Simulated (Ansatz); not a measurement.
The cluster Na₆Pt⁻. Total charge -1; doublet. Geometry relaxed at PBE0-D4/def2-SVPD.

```xyz
7

Pt   -0.0300   -0.4261    0.1835
Na    0.9742   -0.0816    2.7344
Na    2.1549    1.2712   -0.2661
Na   -2.6593   -1.1906    0.1750
Na   -1.2448    1.9564    0.9804
Na   -0.7771    0.4388   -2.3603
Na    1.5821   -1.9681   -1.4468
```

In the def2 sets Pt takes a core potential; there is no spin–orbit coupling. The charge -1 doublet is spin-contaminated (final ⟨S²⟩ up to 1.03, 0.75 for a pure state). The structure comes from a short search, and lower isomers may exist.

(1) Estimate the harmonic wavenumbers at UKS PBE0-D4/def2-SVPD (Ansatz, unscaled). Is this a minimum?

Results:

(1) 21, 21, 41, 66, 67, 72, 90, 94, 94, 166, 168, 178, 193, 193, 197 cm⁻¹. Yes, no mode is imaginary beyond noise. Zero-point energy 9.9 kJ/mol. Run time 6.9 min (4 threads of Intel Xeon Platinum 8259CL on a shared host), peak host memory 0.86 GiB.
